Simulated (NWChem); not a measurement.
BiCl₃; SMILES [Cl][Bi]([Cl])[Cl]

Program: NWChem. All runs use the structure optimised with PBE0/def2-SVP. Not confirmed as a minimum by frequencies. def2 effective core potentials on Bi; no spin-orbit coupling.

Diagonal of the polarisability tensor at CAM-B3LYP/def2-SVPD, static: 97.56, 97.56, 72.82 bohr³.

Problem. Find the mean polarisability volume, the molar refraction, and the refractive index that an ideal gas of it would have at 273.15 K and 1 atm.

Solution. 
1. Mean: one third of the trace = 89.32 bohr³ × 0.14818 Å³/bohr³ = 13.24 Å³.
2. Molar refraction (Lorentz-Lorenz): (4π/3) N_A α = 33.4 cm³/mol.
3. Number density p/kT = 2.687 × 10⁻⁵ Å⁻³; n − 1 = 2π N α = 22.34 × 10⁻⁴.
4. These hold the electronic response alone: vibrational and orientational terms add to the static dielectric constant.
